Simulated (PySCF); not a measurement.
**A thermochemical cycle for AsO**

r²SCAN in PySCF with def2-TZVPPD on every atom, for the lowest determinant that a PBE0 search found; no spin–orbit coupling. AsO, a doublet (π ↑), has De = 5.01 eV to neutral atoms, and AsO⁺, a singlet (closed shell), has De = 6.68 eV to As⁺ + O.

The adiabatic ionisation energy of AsO, between the minima, is 8.46 eV.

Which ionisation energy of the As atom does this level give?

IE(As) = IE(molecule) + De(ion) − De(neutral) = 8.46 + 6.68 − 5.01 = 10.13 eV; the measured value is 9.789 eV (NIST ASD).

For an ion De counts to the pair picked by the measured ionisation energies or electron affinities, which need not be the lowest pair at this level. States were picked by a PBE0 search and need not be the measured ground states.
